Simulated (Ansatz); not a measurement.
## SnSiH4OF (SMILES [F][SnH][O][SiH3]): methods side by side

The species is SnSiH4OF (8 atoms), meant as a doublet with charge 0. As SMILES, `[F][SnH][O][SiH3]`. The shape was relaxed beforehand at B3LYP/def2-SVP. This is one conformer, not always the lowest.

```xyz
8

F    -1.6443    1.7904    1.0348
Sn   -0.4349    1.9349   -0.5005
O     0.2427    0.0688   -0.6744
Si    0.7309   -1.2035    0.2838
H    -1.4733    2.1583   -1.9168
H     1.7362   -2.0095   -0.4668
H    -0.4260   -2.0785    0.6339
H     1.3609   -0.7181    1.5501
```

Quantity: the dissociation energy of the Si4–O3 bond into doublet SiH3 and singlet SnHOF (shapes relaxed at B3LYP/def2-SVP, no zero-point term), in eV. The values are calculated.

| level | kind | program | value (eV) | less CCSD(T)/def2-SVP | CPU time (all runs) |
| --- | --- | --- | --- | --- | --- |
| UHF/def2-SVP (core potential) | Hartree–Fock | Ansatz | 4.94 | +0.82 | 2.6 s |
| UPBE/def2-SVP (core potential) | GGA | Ansatz | 3.95 | -0.17 | 5 s |
| UB3LYP/def2-SVP (core potential) | global hybrid | Ansatz | 4.25 | +0.13 | 7.8 s |
| U-wB97M-V/def2-SVP (core potential) | range-separated hybrid | Ansatz | 4.63 | +0.51 | 37 s |
| UB2PLYP/def2-SVP (core potential) | double hybrid | Ansatz | 4.14 | +0.02 | 11 s |
| RPA@PBE/def2-SVP (core potential) | RPA | Ansatz | 3.84 | -0.28 | 11 s |
| UMP2/def2-SVP (core potential) | perturbation theory | Ansatz | 4.12 | 0.00 | 3.1 s |
| UCCSD(T)/def2-SVP (core potential) | coupled cluster or CI | Ansatz | 4.12 | 0.00 | 54 s |

Differences are taken from UCCSD(T)/def2-SVP (core potential) for orientation; it has basis-set and higher-order errors of its own. Spin-orbit coupling is left out. Correlated wave functions underbind in double-zeta sets. The values span 3.84 to 4.94 eV. A fragment with an even electron count was run as a singlet and may have a lower triplet. Measured bond enthalpies also hold zero-point and thermal terms, a few tenths of an eV less. In the correlated wave-function rows the outer d shell of Sn is correlated, in sets not made for it. In so small a basis fixed costs decide the times, and correlated methods can beat functionals. Times are those of the runs behind each value, whatever else they computed, on shared processors of several kinds: orders of magnitude only.
